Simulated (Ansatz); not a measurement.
Ag2Ge, relaxed as a quintet with UKS PBE0-D4/def2-TZVP in Ansatz, starting from the PBE0-D4/def2-TZVP geometry of the neutral singlet. Force threshold 0.02 eV/Å.

In the def2 sets Ag takes a core potential; there is no spin–orbit coupling. The relaxation made no stability test and no search for a lower SCF solution. At PBE0-D4/def2-TZVP a singlet of charge 0 lies 2.44 eV below the quintet, each at its own geometry. The structure comes from a short search, and lower isomers may exist.

Start:

```xyz
3

Ag    0.9738    0.7457    1.0958
Ag   -0.2275   -1.5734   -0.4217
Ge   -0.7463    0.8277   -0.6741
```

| step | energy (eV) | largest force component (eV/Å) | SCF passes |
| --- | --- | --- | --- |
| 1 | -64508.2327 | 0.779 | 20 |
| 2 | -64508.3314 | 0.347 | 28 |
| 3 (rejected) | -64508.2653 | 0.917 | 32 |
| 4 | -64508.3644 | 0.076 | 28 |
| 5 | -64508.3659 | 0.010 | 28 |

Force components are those of the run's own axes.

End:

```xyz
3

Ag    0.9878    0.5965    1.0926
Ag   -0.1255   -1.5528   -0.3138
Ge   -0.8623    0.9563   -0.7788
```

By distances, no bond broke or formed. The bond that changes most is Ag1–Ag2, from 3.02 to 2.80 Å (atoms count from 1).

No frequencies were taken in this run, so the end may be a saddle point.

It took 17 s on 4 threads of Arm Neoverse V1 on a shared host.
